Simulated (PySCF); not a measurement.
PySCF input for silicon monosulfide (SSi), SMILES [Si]=S (connectivity only; charge and spin as stated), neutral, multiplicity 1, B3LYP/pcSseg-2. Coordinates come from a PBE-D3(BJ)/def2-TZVPD optimisation.

```python
import numpy as np
from pyscf import gto, scf, dft
from pyscf.prop.nmr import rks as nmr

mol = gto.M(
    atom='''
    Si    0.00000000    0.00000000   -1.04079083
    S     0.00000000    0.00000000    0.91069198
    ''',
    basis='pcSseg-2',
    charge=0,
    spin=0,
    max_memory=1600,
    verbose=3,
)
mf = dft.RKS(mol, xc='b3lyp')
mf.grids.level = 3
mf.conv_tol = 1e-10
mf.max_cycle = 100
mf.kernel()
n = nmr.NMR(mf)
n.verbose = 2
n.max_cycle_cphf = 60
sigma = n.kernel()
print('atom   isotropic/ppm   span/ppm')
for i, s in enumerate(sigma):
    w = np.linalg.eigvalsh((s + s.T) / 2)
    print(f'{mol.atom_symbol(i):2s}{i + 1:3d} {w.mean():14.3f} {w[2] - w[0]:11.3f}')
```

Output:

```
converged SCF energy = -687.765482834537
atom   isotropic/ppm   span/ppm
Si  1        -91.499    1457.640
S   2       -175.945    1854.934
```

Self-consistency was reached.
